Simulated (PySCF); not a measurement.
# Telling isomers of C6H16P2 apart by NMR

[PySCF: coordinates at the GFN2-xTB level; σ from GIAO-PBE0/pcSseg-1; one computed conformer; fast rotation and ring inversion assumed for equivalent nuclei; non-relativistic Hamiltonian; no solvent model]

Shifts are taken against calculated references (same method and geometry level): ¹H (31.72 ppm), ¹³C (186.93 ppm) vs TMS. Splittings of carbon signals by F and P are missing where no couplings were computed. Where no couplings were computed, multiplicities follow the n + 1 count of equivalent neighbours, and m marks all less simple cases (inequivalent or close neighbours, rings, F or P nearby). Shifts are as computed. Against solution values, carbons near 30 ppm lie about +3 ppm off and those near 130 ppm about +5 ppm. Of 1211 compounds with measured shifts, 218 miss one by over three times the rms of a fit or turn the order of signals round; such compounds aren't used in these exercises.

(1) Tabulate the signals of `C=[P@](C)(P)C(C)(C)C`, `CC(C)P(P)C(C)C` and their relative energies.

(2) What is the quickest way to tell C=[P@](C)(P)C(C)(C)C from CC(C)P(P)C(C)C?

## Answers

(1) 
| SMILES | carbon types | δC | δH | E rel. (kcal/mol) |
| --- | --- | --- | --- | --- |
| C=[P@](C)(P)C(C)(C)C | 1×C 1×CH2 4×CH3 | 42.3, 25.9, 13.7, 6.5 | 2.53 (m, 2H), 1.51 (m, 3H), 1.09 (m, 9H), 0.23 (m, 2H) | 36.4 |
| CC(C)P(P)C(C)C | 2×CH 4×CH3 | 29.8, 21.2 | 1.98 (m, 2H), 1.82 (m, 2H), 1.12 (m, 12H) | 0.0 |

Energies are electronic energies at PBE0/pcSseg-1 on these geometries, without zero-point or thermal terms, each for the one conformer computed, which needn't be the lowest.

(2) Count the carbon signals: 4 against 2. The first has a fully substituted sp3 carbon bonded to P (C) at 42.3 ppm, the second an sp3 CH bonded to P at 29.8 ppm. In the proton spectra the most deshielded non-exchanging signals are 2.53 (m, 2H) and 1.98 (m, 2H).
